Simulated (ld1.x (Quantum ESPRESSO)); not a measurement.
Before and after: TM potential for osmium (Os)

ld1.x (Quantum ESPRESSO) 7.5 input, shortened:

```
&input
   title='Os', zed=76., rel=1, dft='PZ', iswitch=3,
   config='[Xe] 4f14 5d6 6s2 6p0'
 /
 &inputp
   pseudotype=2, tm=.true., lloc=-1, rcloc=2.10,
   nlcc=.false.
 /
3
6S  1  0   2.00   0.00  2.70  2.70  0.0
5P  2  1   6.00   0.00  1.80  1.80  0.0
5D  3  2   6.00   0.00  1.60  1.60  0.0
 &test
   configts(1)='5p6 5d6 6s2 6p0'
 /
```

All-electron outer shells of the reference configuration (LDA (PZ), scalar-relativistic, ld1.x):

```
shell  level (eV)  outermost node (bohr)  outermost maximum (bohr)
   5s      -91.84                   0.51                      0.91
   4f      -52.30                      –                      0.40
   5p      -51.05                   0.55                      1.03
   5d       -6.46                   0.60                      1.36
   6s       -6.39                   1.20                      2.48
   6p       -1.40                   1.43                      3.51
```

Change: core correction a·sin(br)/r model core inside 1.40 bohr.

Cutoffs: the cutoffs (Ry, on a coarse ladder) from which the occupation-weighted sum of valence levels, in a spherical-Bessel basis at the reference potential, stays within 10 and 1 mRy of its value at 400 Ry; they do not see the model core or the augmentation charge, which bear on the density cutoff. Errors are all-electron minus pseudo energies relative to the spin-unpolarised reference configuration.

Question: Predict the effect on cutoff, ghosts and configuration errors.

Answer: The potential gets neither clearly harder nor softer (40 Ry and 60 Ry → 40 Ry and 60 Ry); both files keep a bound ghost (s); of the 9 tests that both files solve, the error grows in 3 and shrinks in 3 by more than 15 % and 0.3 meV (median size 29.9 → 22.7 meV). A model core, the more so a compact one, raises the density cutoff, which this test does not measure.

```tsv
quantity	base	changed
cutoff, loose	40 Ry	40 Ry
cutoff, tight	60 Ry	60 Ry
bound ghosts	s	s
error for 5p6 5d6 6s1 6p0, meV [ΔE 9.86 eV]	-8.1	-9.0
error for 5p6 5d6 6s0 6p0, meV [ΔE 27.15 eV]	-30	-35
error for 5p6 5d5 6s0 6p0, meV [ΔE 56.30 eV]	+3.9	-13
error for 5p6 5d6 6s1 6p1, meV [ΔE 5.14 eV]	-3.0	-3.5
error for 5p6 5d6 6s0 6p1, meV [ΔE 16.11 eV]	-20	-23
error for 5p6 5d7 6s0 6p0, meV [ΔE 9.40 eV]	-53	-58
error for 5p6 5d4 6s0 6p0, meV [ΔE 98.10 eV]	+46	-10
error for 5p6 5d6 6s2 6p0 (spin-polarised), meV [ΔE -2.02 eV]	+337	+132
error for 5p6 5d6 6s1 6p0 (spin-polarised), meV [ΔE 6.90 eV]	+404	+169
s: phases at 2.97 bohr within 0.05 rad from the reference energy up to (Ry; the scan ends near 5)	2.8	2.8
p: phases at 2.97 bohr within 0.05 rad from the reference energy up to (Ry; the scan ends near 5)	4.5	4.5
d: phases at 2.97 bohr within 0.05 rad from the reference energy up to (Ry; the scan ends near 5)	to the end of the scan	to the end of the scan
```

Changed file: These tests converged, but a pseudo level misses the all-electron one widely, so the file describes the atom poorly there or has found another state: 5p6 5d4 6s0 6p0: empty 6s by 6.3 eV. A true bound ghost makes a file unfit for plane-wave use even where its test errors are small: the radial tests pick states by their node count and pass the ghost by.
